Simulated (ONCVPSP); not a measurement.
What one change does to a pseudopotential (cadmium, ONCV)

```
Element                 : cadmium (Cd)
Generator               : ONCVPSP 4.0.1
Type                    : optimised norm-conserving Vanderbilt (ONCV)
Functional              : LDA (Perdew-Wang 92)
Relativity              : scalar-relativistic
Frozen core             : [Ar] 3d10 4s2
Valence charge          : 18
Reference configuration : 4p6 4d10 5s2
Partial waves           : 5s: rc 2.35 bohr, ncon 4, nbas 8, qcut 3.2 1/bohr, 2 projectors, debl 3.6 Ha; 4p: rc 1.25 bohr, ncon 4, nbas 7, qcut 8.9 1/bohr, 1 projector; 4d: rc 1.15 bohr, ncon 4, nbas 7, qcut 9.6 1/bohr, 1 projector
Local potential         : polynomial inside 0.75 bohr (lpopt 2, dvloc0 0 Ha)
Core correction         : Teter function, fcfact 2, rcfact 1.2
```

All-electron outer shells of the reference configuration (LDA (PZ), scalar-relativistic, ld1.x):

```
shell  level (eV)  outermost node (bohr)  outermost maximum (bohr)
   4s     -105.84                   0.43                      0.79
   4p      -66.99                   0.43                      0.84
   4d      -11.90                   0.42                      0.98
   5s       -5.96                   1.07                      2.32
```

Change: p: qcut 9.5.

Cutoffs: the cutoffs (Ha) at which the residual kinetic energy of the hardest occupied pseudo-wave falls to 1 and 0.1 mHa per electron; they do not see the model core or the augmentation charge, which bear on the density cutoff. Errors are all-electron minus pseudo energies relative to the spin-unpolarised reference configuration.

Problem. What does the change do?

Solution. The potential gets neither clearly harder nor softer (38 Ha and 46 Ha → 38 Ha and 46 Ha); both files keep a bound ghost (s); the errors of the 4 common tests hardly move.

| quantity | base | changed |
| --- | --- | --- |
| cutoff, loose | 38 Ha | 38 Ha |
| cutoff, tight | 46 Ha | 46 Ha |
| loose cutoff by channel | s 4.5 Ha, p 32 Ha, d 38 Ha | s 4.5 Ha, p 35 Ha, d 38 Ha |
| bound ghosts | s | s |
| GHOST(+) flags under 300 eV | s at 136.8 eV | s at 136.8 eV |
| error for 4p6 4d10 5s1, meV [ΔE 9.62 eV] | -6.6 | -6.6 |
| error for 4p6 4d10 5s0, meV [ΔE 27.14 eV] | -35 | -35 |
| error for 4p6 4d9 5s0, meV [ΔE 65.40 eV] | +41 | +41 |
| error for 4p6 4d9 5s2 5p1, meV [ΔE 12.60 eV] | +97 | +90 |
| s: phases at 2.38 bohr within 0.05 rad from the reference energy up to (Ha; the scan ends near 5) | n/a | n/a |
| p: phases at 1.27 bohr within 0.05 rad from the reference energy up to (Ha; the scan ends near 5) | 1.6 | 1.6 |
| d: phases at 1.17 bohr within 0.05 rad from the reference energy up to (Ha; the scan ends near 5) | to the end of the scan | to the end of the scan |
| rms error of d²Exc/dni dnj with the model core, mHa | 2.78 | 2.80 |

 A true bound ghost makes a file unfit for plane-wave use even where its test errors are small: the radial tests pick states by their node count and pass the ghost by.
